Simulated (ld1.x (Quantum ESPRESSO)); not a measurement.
Before and after: TM potential for arsenic

arsenic (As), norm-conserving Troullier–Martins (Kleinman–Bylander form), made with ld1.x (Quantum ESPRESSO) 7.5 (PBE, scalar-relativistic). Core [Ar] 3d10, reference 4s2 4p3. Waves: 4p (bound): rc 1.40 bohr; 4d channel at -0.15 Ry: rc 1.50 bohr; 4s (bound): rc 1.20 bohr. Local part: the s channel. Core correction: none.

All-electron outer shells of the reference configuration (PBE, scalar-relativistic, ld1.x):

| shell | level (eV) | outermost node (bohr) | outermost maximum (bohr) |
| --- | --- | --- | --- |
| 3p | -133.68 | 0.22 | 0.52 |
| 3d | -40.65 | – | 0.47 |
| 4s | -14.49 | 0.73 | 1.61 |
| 4p | -5.19 | 0.78 | 2.00 |

Change: wave 4s (bound): rc 1.20 bohr becomes 4s (bound): rc 1.48 bohr.

Cutoffs: the cutoffs (Ry, on a coarse ladder) from which the occupation-weighted sum of valence levels, in a spherical-Bessel basis at the reference potential, stays within 10 and 1 mRy of its value at 400 Ry; they do not see the model core or the augmentation charge, which bear on the density cutoff. Errors are all-electron minus pseudo energies relative to the spin-unpolarised reference configuration.

**Question.** How do hardness, ghosts and transferability respond?

**Answer.** The potential gets softer (80 Ry and 180 Ry → 50 Ry and 100 Ry); both files keep a bound ghost (d, p); of the 7 tests that both files solve, the error grows in 2 and shrinks in 2 by more than 15 % and 0.3 meV (median size 5.1 → 11.9 meV); the range in which the s phases agree widens (upper end 1.8 → at the end of the scan); the range in which the p phases agree widens (upper end 1.4 → at the end of the scan). A larger radius leaves more room for a smooth pseudo-wave, so fewer plane waves are needed.

| quantity | base | changed |
| --- | --- | --- |
| cutoff, loose | 80 Ry | 50 Ry |
| cutoff, tight | 180 Ry | 100 Ry |
| loose cutoff by channel (10 mRy a level) | p 40 Ry, s 50 Ry | p 45 Ry, s 18 Ry |
| bound ghosts | p, d | p, d |
| error for 4s2 4p2, meV [ΔE 9.15 eV] | -5.1 | -4.3 |
| error for 4s2 4p1, meV [ΔE 27.07 eV] | -19 | -22 |
| error for 4s2 4p0, meV [ΔE 54.77 eV] | -0.4 | -35 |
| error for 4s1 4p3, meV [ΔE 19.26 eV] | -4.9 | +4.6 |
| error for 4s1 4p4, meV [ΔE 9.42 eV] | +12 | +12 |
| error for 4s2 4p3.3, meV [ΔE -1.23 eV] | -0.1 | 0.0 |
| error for 4s1 4p0, meV [ΔE 105.42 eV] | +129 | +96 |
| s: phases at 1.64 bohr within 0.05 rad from the reference energy up to (Ry; the scan ends near 5) | 1.8 | to the end of the scan |
| p: phases at 1.64 bohr within 0.05 rad from the reference energy up to (Ry; the scan ends near 5) | 1.4 | to the end of the scan |
| d: phases at 1.64 bohr within 0.05 rad from the reference energy up to (Ry; the scan ends near 5) | 2.9 | 3.3 |

 A true bound ghost makes a file unfit for plane-wave use even where its test errors are small: the radial tests pick states by their node count and pass the ghost by.
